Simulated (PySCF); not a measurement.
Simulation results for BClH$_{3}$OSi, AlBH$_{5}$OSi, CH$_{4}$Al$_{2}$B

Computed with PySCF 2.14.0. Calculation on a computer-drawn molecule: optimised geometry and harmonic frequencies of an isolated molecule of the commonest isotopes, restricted reference for singlets and unrestricted otherwise, frozen core in MP2.

Common to all runs: basis cc-pV(D+d)Z.

(1) BClH$_{3}$OSi

Start structure:
```xyz
7
BClH3OSi
O      0.4484     2.2366    -0.6039
Si     1.4395     1.0177    -0.1494
B      0.9662    -0.8385    -0.1238
Cl    -0.6726    -1.3560    -0.6284
H     -0.4317     2.0228    -0.8823
H      2.7278     1.6032     0.2340
H      1.7417    -1.6766     0.2214
```

It was run with charge 0, multiplicity 2 and method MP2.

It finds rotational constants 10.48, 2.225, 1.835 GHz; total energy -850.2622 hartree; spin squared 0.7604; convergence status largest gradient component 9.514e-06 hartree/bohr.

Drawn bonds:
```tsv
atom	other atom	order
1	2	1
2	3	1
3	4	1
1	5	1
2	6	1
3	7	1
```

Optimised structure:
```xyz
7
BClH3OSi
O      0.4489     2.2568    -0.6060
Si     1.4472     1.0142    -0.1443
B      0.9619    -0.8420    -0.1253
Cl    -0.6781    -1.3114    -0.6355
H     -0.4334     1.9585    -0.8762
H      2.7338     1.6246     0.2324
H      1.7390    -1.6915     0.2226
```

Modes:
```tsv
frequency (cm⁻¹)	reduced mass (dalton)
86.48	7.704
195.9	3.455
313.5	1.241
341	7.295
472.9	1.065
629.1	3.624
645.2	1.311
789.8	1.656
828.9	2.033
931.4	1.434
943	1.907
1073	2.163
2342	1.043
2692	1.094
3845	1.066
```

(2) AlBH$_{5}$OSi

Start structure:
```xyz
9
AlBH5OSi
Al     0.3345    -2.9326     0.6132
B      1.7812    -1.4244     1.0100
O      1.7762    -1.6349     2.3561
Si     1.4881    -2.3438     3.6437
H     -0.4735    -3.5087    -0.6278
H      2.4063    -0.5313     0.5230
H      0.1827    -3.4040     2.1320
H      0.4216    -1.5292     4.4518
H      2.4511    -3.3275     4.0337
```

It was run with charge 1, multiplicity 1 and method HF.

Results for AlBH$_{5}$OSi: rotational constants 7.848, 2.804, 2.12 GHz; total energy -633.1178 hartree; convergence status largest gradient component 1.434e-05 hartree/bohr.

Drawn bonds:
```tsv
atom	other atom	order
1	2	1
2	3	1
3	4	1
1	5	1
2	6	1
4	7	1
4	8	1
4	9	1
```

Optimised structure:
```xyz
9
AlBH5OSi
Al     0.4033    -2.7601     0.3104
B      1.8676    -1.2826     1.0644
O      1.9994    -1.4226     2.3814
Si     1.2582    -2.4851     3.4389
H     -0.6099    -3.7596    -0.3170
H      2.4550    -0.4812     0.4120
H      0.3739    -3.2608     2.4511
H      0.3923    -1.7736     4.3762
H      2.2286    -3.4109     4.0183
```

Modes:
```tsv
frequency (cm⁻¹)	reduced mass (dalton)
100.9	5.58
185.5	2.174
238.3	1.145
386.2	7.612
403.9	1.143
438.7	1.258
583.7	3.347
742.6	1.182
753.9	3.359
774.2	1.382
795.9	1.443
997	1.06
1019	1.063
1107	1.093
1122	1.249
1375	7.704
1991	1.044
2111	1.047
2420	1.026
2442	1.058
2811	1.098
```

(3) CH$_{4}$Al$_{2}$B

Start structure:
```xyz
8
CH4Al2B
Al     1.1722     0.5242     0.9230
C      0.4784    -1.3065     1.3711
B     -0.6565    -0.5166     0.9129
Al    -2.7722    -0.3778     0.4524
H      2.1385     1.7420     0.7571
H      1.0247    -2.1151     1.6541
H     -3.4750     0.9129    -0.0465
H     -3.6005    -1.6500     0.7638
```

Settings of this run: charge 1, multiplicity 1 and method HF.

It finds rotational constants 20.9, 1.392, 1.305 GHz; total energy -548.4175 hartree; convergence status largest gradient component 2.851e-05 hartree/bohr.

Drawn bonds:
```tsv
atom	other atom	order
1	2	1
2	3	2
3	4	1
1	5	1
2	6	1
4	7	1
4	8	1
```

Optimised structure:
```xyz
8
CH4Al2B
Al     1.6481     0.5335     1.0059
C      0.4665    -0.8528     1.2155
B     -0.9137    -0.7594     0.9383
Al    -3.0389    -0.5789     0.4979
H      2.6442     1.7000     0.8300
H      0.8694    -1.8024     1.5781
H     -3.4714     0.8363    -0.0126
H     -3.8946    -1.8632     0.7346
```

Modes:
```tsv
frequency (cm⁻¹)	reduced mass (dalton)
73.37	4.319
118.7	1.162
232.9	3.12
268.4	2.105
391.1	2.531
427.8	1.234
452	1.468
465.8	1.343
565	2.153
617.2	1.213
780.1	2.714
795.7	1.175
912.8	1.365
1568	10.37
2052	1.025
2080	1.059
2156	1.048
3255	1.086
```
